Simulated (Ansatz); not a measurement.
`C[CH2][GeH]([OH])[OH]`, charge 0, multiplicity 1.

Q: Give a relaxed structure at PBE0-D4/def2-TZVP (Ansatz). (Estimate.)

A: The calculation gave: 
Z-matrix (Å, degrees):
```
C
C 1 1.523
H 1 1.093 2 111.7
H 1 1.092 2 111.2 3 -120.2
H 1 1.093 2 111.2 3 119.8
Ge 2 1.934 1 113.1 3 61.6
H 2 1.093 1 111.2 3 -179.1
H 2 1.093 1 111.6 3 -60.0
O 6 1.784 2 108.0 1 62.7
O 6 1.777 2 106.0 1 179.3
H 6 1.549 2 116.5 1 -58.0
H 9 0.959 6 113.1 2 -141.2
H 10 0.959 6 113.3 2 -167.7
```
This is one stationary point; other conformers may exist.
